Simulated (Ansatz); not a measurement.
Molecule: ethenyl(trifluoro)silane, C2H3F3Si (charge 0, singlet). 
Geometry from a B3LYP-D3(BJ)/def2-TZVP (Ansatz, an electronic-structure program) optimisation:
SMILES: [Si](F)(C=C)(F)F
```xyz
9

C      2.3802    -0.3727    -0.1325
C      1.3690     0.0526     0.6229
Si    -0.3607     0.0621     0.0347
F     -0.4527    -0.4910    -1.4463
F     -1.3024    -0.8316     0.9415
F     -0.9844     1.5176     0.0445
H      2.2277    -0.7374    -1.1416
H      3.4029    -0.3737     0.2275
H      1.5783     0.4080     1.6280
```
Charge 0, spin multiplicity 1.

Property: vertical ionisation energy (to the doublet state of charge +1; each state is the SCF solution reached for its spin), in eV. Correlated levels leave the core frozen unless marked. Open shells are spin-unrestricted. No spin-orbit coupling. Non-relativistic. CBS marks a two-point X^-3 extrapolation of the correlation energy; Hartree-Fock from the larger set. [CCSD(T)-MP2]/basis is that difference in the basis named.

| level | program | vertical ionisation energy (eV) |
|---|---|---|
| HF/aug-cc-pV(D+d)Z | Ansatz | 9.88 |

**Question.** Predict the RI-MP2/CBS(aug-cc-pV(T+d)Z,aug-cc-pV(Q+d)Z)+[CCSD(T)-MP2]/aug-cc-pV(T+d)Z result (Ansatz).

**Answer.** 11.57 eV, so HF/aug-cc-pV(D+d)Z differs from it by -1.69 eV.
